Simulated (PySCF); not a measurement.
formamide (CH₃NO), singlet, geometry from GFN2-xTB; CCSD(T)/def2-SVP in PySCF.

Here is a job for PySCF.
```python
from pyscf import gto, scf, cc

mol = gto.M(
    atom='''
N    -1.056416    0.213853    0.113341
C     0.276176    0.307087   -0.056888
O     1.031667   -0.626746   -0.079306
H    -1.466593   -0.698964    0.232128
H    -1.656729    1.017991    0.126490
H     0.607847    1.355447   -0.176236
''',
    basis='def2-svp',
    charge=0,
    spin=0,
    verbose=4,
)

mf = scf.RHF(mol)
mf.kernel()

mycc = cc.CCSD(mf)
mycc.kernel()
et = mycc.ccsd_t()
print('E(CCSD(T)) = %.10f' % (mycc.e_tot + et))
```

The log (banner, timings and long lists left out):

```
PySCF version 2.14.0

[INPUT] verbose = 4
[INPUT] num. atoms = 6
[INPUT] num. electrons = 24
[INPUT] charge = 0
[INPUT] spin (= nelec alpha-beta = 2S) = 0
[INPUT] symmetry False subgroup None
[INPUT] Mole.unit = angstrom
[INPUT] Symbol           X                Y                Z      unit          X                Y                Z       unit  Magmom
[INPUT]  1 N     -1.056416000000   0.213853000000   0.113341000000 AA   -1.996336913609   0.404123600917   0.214183448684 Bohr   0.0
[INPUT]  2 C      0.276176000000   0.307087000000  -0.056888000000 AA    0.521897002178   0.580310326414  -0.107502739774 Bohr   0.0
[INPUT]  3 O      1.031667000000  -0.626746000000  -0.079306000000 AA    1.949568081752  -1.184378289667  -0.149866620035 Bohr   0.0
[INPUT]  4 H     -1.466593000000  -0.698964000000   0.232128000000 AA   -2.771459106204  -1.320850530930   0.438658345843 Bohr   0.0
[INPUT]  5 H     -1.656729000000   1.017991000000   0.126490000000 AA   -3.130764072625   1.923724187272   0.239031457496 Bohr   0.0
[INPUT]  6 H      0.607847000000   1.355447000000  -0.176236000000 AA    1.148664355638   2.561423606363  -0.333037773289 Bohr   0.0

nuclear repulsion = 71.7376046861971
number of shells = 27
number of NR pGTOs = 93
number of NR cGTOs = 57
basis = def2-svp
ecp = {}

******** <class 'pyscf.scf.hf.RHF'> ********
method = RHF
initial guess = minao
damping factor = 0
level_shift factor = 0
DIIS = <class 'pyscf.scf.diis.CDIIS'>
diis_start_cycle = 1
diis_space = 8
diis_damp = 0
SCF conv_tol = 1e-09
SCF conv_tol_grad = None
SCF max_cycles = 50
direct_scf = True
direct_scf_tol = 1e-13
Set gradient conv threshold to 3.16228e-05
Initial guess from minao.
init E= -169.265202666311
  HOMO = -0.321539583275681  LUMO = 0.0790965509206512  gap/eV = 10.90186
cycle= 1 E= -168.68338337542  delta_E= 0.582  |g|= 0.727  |ddm|= 2.36
  HOMO = -0.310427391259645  LUMO = 0.133331284409314  gap/eV = 12.07529
cycle= 2 E= -168.743738961548  delta_E= -0.0604  |g|= 0.579  |ddm|= 1.06
  HOMO = -0.420307959693155  LUMO = 0.162671163529282  gap/eV = 15.86367
cycle= 3 E= -168.805484768619  delta_E= -0.0617  |g|= 0.0507  |ddm|= 0.488
  HOMO = -0.418613077708155  LUMO = 0.170346015740415  gap/eV = 16.02639
cycle= 4 E= -168.806762858186  delta_E= -0.00128  |g|= 0.0181  |ddm|= 0.0801
  HOMO = -0.418121261431232  LUMO = 0.172011131524609  gap/eV = 16.05832
cycle= 5 E= -168.806942959439  delta_E= -0.00018  |g|= 0.00753  |ddm|= 0.0364
  HOMO = -0.418491627985866  LUMO = 0.171762276982832  gap/eV = 16.06163
cycle= 6 E= -168.806989556677  delta_E= -4.66e-05  |g|= 0.00352  |ddm|= 0.0219
  HOMO = -0.418041542124684  LUMO = 0.172137377787787  gap/eV = 16.05959
cycle= 7 E= -168.8069978766  delta_E= -8.32e-06  |g|= 0.00093  |ddm|= 0.0105
  HOMO = -0.418194855278418  LUMO = 0.172199844654697  gap/eV = 16.06546
cycle= 8 E= -168.806998302841  delta_E= -4.26e-07  |g|= 0.000252  |ddm|= 0.00211
  HOMO = -0.418133054554145  LUMO = 0.172215621102028  gap/eV = 16.06421
cycle= 9 E= -168.806998333147  delta_E= -3.03e-08  |g|= 6.66e-05  |ddm|= 0.000413
  HOMO = -0.418130457600501  LUMO = 0.172215248625758  gap/eV = 16.06412
cycle= 10 E= -168.80699833595  delta_E= -2.8e-09  |g|= 1.33e-05  |ddm|= 0.000129
  HOMO = -0.41812843387699  LUMO = 0.17221374088885  gap/eV = 16.06403
cycle= 11 E= -168.806998336048  delta_E= -9.76e-11  |g|= 1.93e-06  |ddm|= 2.46e-05
  HOMO = -0.418128176097662  LUMO = 0.172213832234981  gap/eV = 16.06402
Extra cycle  E= -168.806998336049  delta_E= -9.09e-13  |g|= 8.35e-07  |ddm|= 3.25e-06
converged SCF energy = -168.806998336049

******** <class 'pyscf.cc.ccsd.CCSD'> ********
CC2 = 0
CCSD nocc = 12, nmo = 57
max_cycle = 50
direct = 0
conv_tol = 1e-07
conv_tol_normt = 1e-05
diis_space = 6
diis_start_cycle = 0
diis_start_energy_diff = 1e+09
Init t2, MP2 energy = -169.29574113489  E_corr(MP2) -0.488742798841953
Init E_corr(CCSD) = -0.488742798842246
cycle = 1  E_corr(CCSD) = -0.49032049359758  dE = -0.00157769476  norm(t1,t2) = 0.063317
cycle = 2  E_corr(CCSD) = -0.504399240965866  dE = -0.0140787474  norm(t1,t2) = 0.0213983
cycle = 3  E_corr(CCSD) = -0.504446413812579  dE = -4.71728467e-05  norm(t1,t2) = 0.0122771
cycle = 4  E_corr(CCSD) = -0.506716020012412  dE = -0.0022696062  norm(t1,t2) = 0.00507696
cycle = 5  E_corr(CCSD) = -0.506791631865977  dE = -7.56118536e-05  norm(t1,t2) = 0.00123827
cycle = 6  E_corr(CCSD) = -0.506660792656735  dE = 0.000130839209  norm(t1,t2) = 0.000463556
cycle = 7  E_corr(CCSD) = -0.506642193938848  dE = 1.85987179e-05  norm(t1,t2) = 0.00012513
cycle = 8  E_corr(CCSD) = -0.506646787129149  dE = -4.5931903e-06  norm(t1,t2) = 4.97232e-05
cycle = 9  E_corr(CCSD) = -0.506648838343015  dE = -2.05121387e-06  norm(t1,t2) = 2.44419e-05
cycle = 10  E_corr(CCSD) = -0.506648745671983  dE = 9.26710321e-08  norm(t1,t2) = 7.47133e-06
CCSD converged
E(CCSD) = -169.3136470817205  E_corr = -0.5066487456719834
CCSD(T) correction = -0.0151255420225106
E(CCSD(T)) = -169.3287726237
```
